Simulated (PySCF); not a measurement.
## Computed properties of C₄H₆Si, SMILES C1=C[SiH2]C=C1

C₄H₆Si, SMILES C1=CC=C[SiH2]1. Geometry optimised at TPSSh-D3(BJ)/def2-SVP. One conformer was computed; it need not be the lowest. All values are computed for the isolated molecule unless a solvent is named; none is compared with measurement here.

**Structure.** The optimised structure has C2v symmetry. All 27 harmonic modes at TPSSh-D3(BJ)/def2-SVP (PySCF) are real, so it is a minimum. With heavy atoms numbered as in [CH:1]1=[CH:2][SiH2:3][CH:4]=[CH:5]1, the shortest bond between them is C1–C2 at 1.355 Å and the longest Si3–C4 at 1.878 Å.

**Vibrations.** The strongest infrared lines (harmonic, unscaled, degenerate partners summed) lie at 735 cm⁻¹ (155 km/mol, H 79 %, C 16 %), 2243 cm⁻¹ (113 km/mol, H 96 %), 2247 cm⁻¹ (105 km/mol, H 98 %). The softest mode is at 240 cm⁻¹ and the zero-point energy is 51.4 kcal/mol.

**Electronic structure.** r2SCAN/def2-TZVP (PySCF) places the frontier levels at -5.95 and -2.39 eV, a gap of 3.56 eV, and gives a dipole moment of 0.65 D and a mean polarisability of 69.4 bohr³. PBE/def2-TZVP (PySCF) at the same geometry gives -5.81 and -2.51 eV, so its gap is 0.26 eV narrower. An orbital gap is neither the optical nor the fundamental gap.

**Excitations.** TDA-PBE0/def2-SVPD (PySCF) has S1 at 4.68 eV (265 nm, f = 0.084, bright); the most intense of the 10 singlets computed lies at 7.41 eV (f = 0.14). T1 (TDA) is at 2.60 eV, 2.08 eV under S1. TDA-PBE/def2-SVPD (PySCF) puts S1 at 4.53 eV. No vertical singlet excitation falls in the visible range (under 3.1 eV).

**NMR.** GIAO shifts at PBE0/pcSseg-1 (PySCF) (non-relativistic, atoms alike by connectivity averaged): ¹³C from 136.9 to 161.3 ppm against TMS; ¹H from 4.9 to 7.6 ppm against TMS; ²⁹Si at -41.0 ppm against TMS.
